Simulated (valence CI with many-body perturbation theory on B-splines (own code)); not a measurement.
## Pb⁶⁹⁺: calculated level list

Level of theory: configuration interaction combined with many-body perturbation theory (CI+MBPT): three valence electrons over a frozen Dirac-Fock core [Ne], radial functions for each j: 11 s, 11 p, 9 d, 7 f, 5 g, 2 h, 1 i, with the one-electron correlation potential Σ1 (screened to all orders), the two-electron term Σ2, the three-electron term Σ3, Breit, model QED; selected single and double excitations, second order for the rest (own B-spline code, finite nucleus).

No measured spectrum was set against this ion. As an estimate, large intervals hold to a few tenths of a per cent, small ones and those within an open d or f shell to about a per cent.

Levels 1 to 45 of 68, with energies above the lowest level, (3s^2 3p1/2) J=1/2. "Leading %" is the weight of the configuration and term that name the level; weights of strongly mixed levels are sums over their largest components and can fall short. In the jj column 3d3/2^4 stands for four electrons in 3d with j = 3/2.

```tsv
No.	Configuration	Term	J	E (eV)	Leading %	Leading jj	Second component
1	3s²3p	²P°	1/2	0.0	100	3s^2 3p1/2 (100 %)	
2	3s3p²	⁴P	1/2	198.8	50	3s 3p1/2^2 (100 %)	32 % 3s3p² ²S
3	3s²3p	²P°	3/2	596.2	99	3s^2 3p3/2 (99 %)	
4	3s3p²	⁴P	3/2	759.5	88	3s 3p1/2 3p3/2 (99 %)	9 % 3s3p² ²D
5	3s3p²	²D	5/2	780.6	63	3s 3p1/2 3p3/2 (98 %)	36 % 3s3p² ⁴P
6	3s3p²	²D	3/2	802.9	45	3s 3p1/2 3p3/2 (77 %)	29 % 3s3p² ²P
7	3s3p²	²P	1/2	815.5	68	3s 3p1/2 3p3/2 (99 %)	31 % 3s3p² ⁴P
8	3s²3d	²D	3/2	864.5	76	3s^2 3d3/2 (76 %)	14 % 3s3p² ²D
9	3s²3d	²D	5/2	984.8	98	3s^2 3d5/2 (98 %)	
10	3s3p3d	⁴F°	3/2	994.2	40	3s 3p1/2 3d3/2 (65 %)	17 % 3p³ ²P°
11	3s3p3d	⁴F°	3/2	1009.3	37	3s 3p1/2 3d3/2 (50 %)	23 % 3p³ ²P°
12	3s3p3d	⁴F°	5/2	1020.4	40	3s 3p1/2 3d3/2 (99 %)	34 % 3s3p3d ²F°
13	3s3p3d	⁴D°	1/2	1051.2	55	3s 3p1/2 3d3/2 (99 %)	39 % 3s3p3d ²P°
14	3s3p3d	⁴D°	3/2	1061.1	29	3s 3p1/2 3d3/2 (83 %)	28 % 3s3p3d ²P°
15	3s3p3d	⁴P°	5/2	1152.3	38	3s 3p1/2 3d5/2 (100 %)	31 % 3s3p3d ⁴D°
16	3s3p3d	⁴F°	7/2	1169.5	40	3s 3p1/2 3d5/2 (99 %)	37 % 3s3p3d ²F°
17	3s3p3d	²F°	5/2	1180.8	51	3s 3p1/2 3d5/2 (99 %)	22 % 3s3p3d ²D°
18	3s3p3d	²P°	3/2	1185.5	38	3s 3p1/2 3d5/2 (95 %)	33 % 3s3p3d ²D°
19	3p²3d	²D	3/2	1240.7	42	3p1/2^2 3d3/2 (99 %)	33 % 3p²3d ⁴F
20	3s3p²	⁴P	5/2	1368.5	63	3s 3p3/2^2 (99 %)	37 % 3s3p² ²D
21	3p²3d	²D	5/2	1390.8	35	3p1/2^2 3d5/2 (99 %)	19 % 3p²3d ⁴D
22	3s3p²	²S	1/2	1411.5	68	3s 3p3/2^2 (99 %)	19 % 3s3p² ⁴P
23	3s3p²	²P	3/2	1419.5	59	3s 3p3/2^2 (99 %)	31 % 3s3p² ²D
24	3p³	²D°	5/2	1584.1	62	3p1/2 3p3/2^2 (62 %)	15 % 3s3p3d ²D°
25	3p³	⁴S°	3/2	1591.2	49	3p1/2 3p3/2^2 (90 %)	41 % 3p³ ²D°
26	3p³	²P°	1/2	1610.3	70	3p1/2 3p3/2^2 (70 %)	15 % 3s3p3d ⁴P°
27	3s3p3d	⁴D°	3/2	1616.9	43	3s 3p3/2 3d3/2 (95 %)	32 % 3s3p3d ⁴P°
28	3s3p3d	⁴P°	1/2	1619.4	68	3s 3p3/2 3d3/2 (87 %)	17 % 3s3p3d ⁴D°
29	3s3p3d	⁴D°	5/2	1623.9	33	3s 3p3/2 3d3/2 (74 %)	23 % 3p³ ²D°
30	3s3p3d	⁴F°	7/2	1625.0	42	3s 3p3/2 3d3/2 (97 %)	42 % 3s3p3d ²F°
31	3s3p3d	²D°	3/2	1658.4	59	3s 3p3/2 3d3/2 (92 %)	18 % 3s3p3d ⁴P°
32	3s3p3d	²F°	5/2	1671.4	62	3s 3p3/2 3d3/2 (88 %)	10 % 3p³ ²D°
33	3s3p3d	²P°	1/2	1678.9	61	3s 3p3/2 3d3/2 (83 %)	20 % 3s3p3d ⁴D°
34	3s3p3d	⁴F°	9/2	1725.3	100	3s 3p3/2 3d5/2 (100 %)	
35	3s3p3d	²D°	5/2	1750.7	45	3s 3p3/2 3d5/2 (98 %)	39 % 3s3p3d ⁴P°
36	3s3p3d	²F°	7/2	1759.8	50	3s 3p3/2 3d5/2 (97 %)	41 % 3s3p3d ⁴D°
37	3s3p3d	²D°	3/2	1764.4	43	3s 3p3/2 3d5/2 (95 %)	38 % 3s3p3d ²P°
38	3s3p3d	²F°	7/2	1782.7	70	3s 3p3/2 3d5/2 (99 %)	20 % 3s3p3d ⁴D°
39	3s3p3d	²P°	1/2	1792.1	83	3s 3p3/2 3d5/2 (96 %)	8 % 3s3p3d ⁴D°
40	3s3p3d	²P°	3/2	1805.1	74	3s 3p3/2 3d5/2 (99 %)	9 % 3s3p3d ⁴P°
41	3p²3d	²F	5/2	1806.1	47	3p1/2 3p3/2 3d3/2 (91 %)	35 % 3p²3d ⁴F
42	3s3p3d	²D°	5/2	1807.4	62	3s 3p3/2 3d5/2 (96 %)	22 % 3s3p3d ²F°
43	3p²3d	⁴F	3/2	1815.4	41	3p1/2 3p3/2 3d3/2 (98 %)	25 % 3p²3d ⁴D
44	3p²3d	⁴D	1/2	1818.7	81	3p1/2 3p3/2 3d3/2 (100 %)	16 % 3p²3d ²P
45	3p²3d	²G	7/2	1824.4	54	3p1/2 3p3/2 3d3/2 (97 %)	25 % 3p²3d ²F
```

The ionisation energy to 3s² ¹S0 of the next ion comes out as 8680.8 eV (NIST: 8680 ± 50 eV (theoretical)). All 68 levels together are meant to be complete up to 2088.7 eV.
